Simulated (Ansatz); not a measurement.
Reaction (formal hydrolysis of the Al–B bond): `[OH][AlH][BH][SeH]` + H₂O → `[OH][AlH][OH]` + `B[SeH]`

Isolated molecules relaxed with PBE0-D4/def2-TZVP in Ansatz; ΔE leaves out vibrations. CBS: MP2 limit from def2 TZ/QZ plus the TZ coupled-cluster correction, frozen cores. This one scheme is used for every species. DFT in def2-TZVPP. B3LYP here is the variant with VWN-RPA as its local correlation; programs differ in this. For Se outer-core shells are correlated without core-valence functions, which leaves a few kJ/mol of doubt a bond. Scalar relativity is left out up to krypton. One conformer a species, not always the lowest.

`[OH][AlH][BH][SeH]`:

Cartesian coordinates in Å:
```
O -0.835 -1.243 -0.812
Al 0.463 -0.142 -0.947
B 0.651 1.056 0.781
Se -0.593 0.761 2.185
H -1.069 -1.865 -1.500
H 1.315 -0.167 -2.290
H 1.435 1.922 1.036
H -1.366 -0.321 1.548
```

H₂O:

Z-matrix (Å, degrees):
```
O
H 1 0.960
H 1 0.960 2 105.1
```

`[OH][AlH][OH]`:

Cartesian coordinates in Å:
```
O 1.387 -0.594 -0.035
Al -0.172 -0.164 -0.532
O -1.263 0.713 0.420
H 1.792 -0.392 0.805
H -0.634 -0.603 -1.961
H -1.110 1.040 1.303
```

`B[SeH]`:

```xyz
5

B     0.189    0.596   -0.125
Se   -0.438   -1.130   -0.606
H     0.392    0.880    1.012
H     0.358    1.355   -1.027
H    -0.501   -1.701    0.747
```

CCSD(T)/CBS gives -150.1 kJ/mol.

(1) Another level gave -155.7 kJ/mol. Which?
A. HF/def2-TZVPP
B. PBE0-D4/def2-TZVPP
C. B3LYP/def2-TZVPP
D. r2SCAN/def2-TZVPP

Largest T1 diagnostic among the species: 0.014.

Answers

(1) D. r2SCAN -155.7, PBE0-D4 -140.5, B3LYP -162.8, HF/def2-TZVPP -176.4 kJ/mol.

The D4 term adds +6.7 kJ/mol with B3LYP and +3.7 kJ/mol with PBE0; it sums over pairs of atoms, weighted by their polarisabilities, and B3LYP, whose exchange is more repulsive, gets the larger term. In def2-TZVPP, CCSD(T) changes the Hartree–Fock value by +24.5 kJ/mol (the triples alone add +3.9 kJ/mol) and MP2 by +16.3 kJ/mol.
